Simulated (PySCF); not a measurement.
# Computed structure and properties of [BiBr2]+

System: [BiBr2]+ (singlet); start: template (C2v). Method: PySCF 2.14.0, RKS PBE0, Bi def2-SVP with ECP60, Br def2-SVP; non-relativistic Hamiltonian with scalar-relativistic core potentials where named; density fitting; no spin-orbit coupling.

Input of the relaxation:

```python
mol = gto.M(atom='''
Bi     0.00000     0.00000    -0.46097
Br     2.39380    -0.00000     0.61033
Br    -2.39380     0.00000     0.61033''',
    basis={'Bi': 'def2-SVP', 'Br': 'def2-SVP'},
    ecp={'Bi': 'def2-SVP'},
    charge=1, spin=0)
mf = dft.RKS(mol, xc='PBE0')
mf.grids.atom_grid = (50, 194)
mf = mf.density_fit()  # fitting sets: Bi def2-universal-JKFIT, Br def2-universal-JKFIT
mf.conv_tol = 1e-08; mf.max_cycle = 55
mf.kernel(dm0)  # dm0: converged density of the start geometry
# quasi-Newton relaxation in Cartesian coordinates to a largest gradient under 0.00045 Eh/bohr, steps kept in the point group
```

Run from Python with OMP_NUM_THREADS=2; the lines above give its settings. Where DIIS fails, smearing, a level shift and second-order steps follow.
It took 15 s on 2 threads of Arm Neoverse V1, with other jobs on the host, from the converged density of the start.

Course of the relaxation:

| step | energy above end (eV) | largest force component within the symmetry (eV/Å) |
| --- | --- | --- |
| 0 | 0.5225 | 1.087 |
| 1 | 0.2599 | 0.768 |
| 2 | 0.0429 | 0.341 |
| 3 | 0.0003 | 0.050 |
| 4 | 0.0002 | 0.054 |
| 5 | 0.0000 | 0.002 |

Relaxed geometry (C2v):

```xyz
3

Bi    0.0000    0.0000   -0.8178
Br    1.9439    0.0000    0.7887
Br   -1.9439    0.0000    0.7887
```

| contact | Å |
| --- | --- |
| Bi1–Br2 (Br) | 2.522 |
| Bi1–Br3 (Br) | 2.522 |

On the finer grid (75, 302):

| Item | Value |
| --- | --- |
| HOMO | -13.65 eV |
| LUMO | -9.90 eV |
| Dipole about the centre of mass | 2.94 D |
| Set of Mulliken populations of Bi1 outside the core potential | s 3.92, p 7.82, d 10.17 |
| D3(BJ) dispersion energy (not in the energies) | -0.106 eV |

```csv
atom,Mulliken (e),Löwdin (e),spin (e)
Bi1,1.09,0.82,0.00
Br2,-0.04,0.09,0.00
Br3,-0.04,0.09,0.00
```

On the grid (50, 194), as all that follows. Harmonic modes: a minimum; lowest 78 cm⁻¹ (negative: unstable), highest 263 cm⁻¹, zero-point energy 0.037 eV.

Taking off one Br (charge -1, singlet; the rest: singlet) in vacuum, both parts rigid, costs 14.66 eV; the small basis without counterpoise inflates it. Most of it is the attraction of opposite charges; other ways to part are cheaper, and one spin state was tried for the rest.

Rigid scan of Br along the line from its metal:

(distance to Br2 (Å), energy (eV)): (2.22, 0.983), (2.32, 0.378), (2.42, 0.083), (2.52, 0.000), (2.62, 0.064), (2.72, 0.223), (2.92, 0.702), (3.22, 1.537), (3.62, 2.529), (4.12, 3.417)

One start shape was tried, so this needn't be the lowest isomer.
